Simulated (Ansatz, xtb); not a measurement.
H9NOSi3: which of two isomers lies lower

We compare a, `N[Si@@H](O)[SiH2][SiH3]`, a singlet, with b, `N[Si](O)([SiH3])[SiH3]`, a singlet. Both are isolated molecules in the gas phase, relaxed with r2SCAN-D4/def2-SVP; the shapes shown needn't be the lowest conformers.

a (Å):

```xyz
14

N     2.5735    2.3007   -0.0826
O     1.7540    0.2882    1.7433
Si    1.5094    0.9812    0.2350
Si   -0.7689    1.5210    0.3930
Si   -1.7652   -0.0171    1.8555
H     3.1556    2.3276   -0.9120
H     2.4553    3.2206    0.3283
H     1.7940    0.0114   -0.8710
H     2.6636    0.0293    1.9414
H    -1.4221    1.4836   -0.9558
H    -0.9371    2.9102    0.9356
H    -1.2332    0.1899    3.2355
H    -1.4433   -1.4097    1.4162
H    -3.2552    0.1251    1.8944
```

b (Å):

```xyz
14

N     0.9454    0.8402    1.3734
O     0.1769   -0.3071   -1.0715
Si    0.8214   -0.6134    0.4558
Si   -0.6026   -2.0543    1.6539
Si    3.0023   -1.4742    0.2495
H     1.6467    1.5358    1.1337
H     0.1073    1.2893    1.7324
H     0.0705   -1.0715   -1.6519
H     0.0470   -2.5579    2.9042
H    -0.9808   -3.2391    0.8183
H    -1.8663   -1.3428    2.0325
H     3.0369   -2.5942   -0.7451
H     3.9405   -0.4092   -0.2322
H     3.5141   -1.9976    1.5544
```

Problem. Estimate E(b) − E(a) at the level CCSD(T)/def2-SVP + ΔMP2/def2-TZVPP.

Solution. Calculated at CCSD(T)/def2-SVP + ΔMP2/def2-TZVPP: E(b) − E(a) = +3.5 kcal/mol, so structure a lies lower.

Level by level:

| level | geometry | E(b) − E(a) (kcal/mol) | departure from the last row (kcal/mol) | job, with rough time for the two |
| --- | --- | --- | --- | --- |
| r2SCAN-D4/def2-SVP | r2SCAN-D4/def2-SVP | +3.7 | +0.2 | optimisation, 74 s |
| HF/def2-SVP | r2SCAN-D4/def2-SVP | +4.7 | +1.2 | part of the CCSD(T) run |
| MP2/def2-SVP | r2SCAN-D4/def2-SVP | +4.6 | +1.1 | part of the CCSD(T) run |
| CCSD(T)/def2-SVP | r2SCAN-D4/def2-SVP | +4.2 | +0.7 | single point |
| CCSD(T)/def2-SVP + ΔMP2/def2-TZVPP | r2SCAN-D4/def2-SVP | +3.5 |  | single point, 41 s |

As drawn, both hold the same kinds of bond in the same numbers.

The levels shown agree on the order. The largest departure from CCSD(T)/def2-SVP + ΔMP2/def2-TZVPP is that of HF/def2-SVP, 1.2 kcal/mol. Levels run at GFN2-xTB geometries aren't shown. The last row adds to CCSD(T) the change of the MP2 difference between the two basis sets, here −0.7 kcal/mol.

With thermal terms from frequencies at re-optimised GFN2-xTB minima (ideal gas, soft modes damped towards free rotors, one conformer each, 298.15 K, 1 atm): on the last row, ΔE + ΔZPE = +2.9, ΔH = +3.3, ΔG = +2.7 kcal/mol.

The correlated steps freeze 17 core orbitals. Mirror images aren't counted in ΔG. Run with Ansatz 0.2.0, xtb 6.7.1; the last row on 2 threads of Intel(R) Xeon(R) 6975P-C (Granite Rapids) on a shared host.
